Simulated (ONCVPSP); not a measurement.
## u(r) = r·R(r): atom against pseudo-atom (I (Z = 53))

Columns: radius, all-electron u(r) and pseudo u(r) of the 4s shell (level -180.33 eV) of iodine in the configuration [Ar] 3d10 4s2 4p6 4d10 5s2 5p5; PBEsol, scalar-relativistic, ONCV scheme, ONCVPSP 4.0.1.

```
r (bohr)  all-electron  pseudo
   0.062        0.4480  0.0582
   0.125        0.1332  0.1347
   0.188       -0.5902  0.2414
   0.250       -0.7740  0.3807
   0.312       -0.4809  0.5495
   0.375        0.0281  0.7379
   0.438        0.5387  0.9247
   0.500        0.9366  1.0871
   0.562        1.2004  1.2118
   0.625        1.3385  1.2882
   0.688        1.3715  1.3100
   0.750        1.3310  1.2815
   0.812        1.2438  1.2123
   0.875        1.1284  1.1123
   0.938        1.0014  0.9950
   1.000        0.8758  0.8739
   1.062        0.7560  0.7555
   1.125        0.6440  0.6438
   1.188        0.5438  0.5436
   1.250        0.4570  0.4569
   1.312        0.3818  0.3817
   1.375        0.3165  0.3164
   1.438        0.2612  0.2611
   1.500        0.2154  0.2153
   1.562        0.1771  0.1771
   1.625        0.1448  0.1447
```

(1) How many radial nodes do the two functions have?

(2) At about which radius was the pseudo-wave matched?

(3) Where does each function peak?

(4) Is the pseudo-wave norm-conserving?

## Answers

(1) The all-electron 4s function has n − l − 1 = 3 (the table is too coarse to show those close to the nucleus); the pseudo-wave has 0, since the states of the same l below it are removed with the core.

(2) 1.15 bohr, where the columns begin to agree (steps of 0.06 bohr).

(3) Outermost all-electron maximum near 0.69 bohr, pseudo maximum near 0.69 bohr (to the table’s step).

(4) Yes: the ONCV scheme keeps the norm inside the radius equal to the all-electron one, which fixes the energy derivative of the logarithmic derivative at the level.
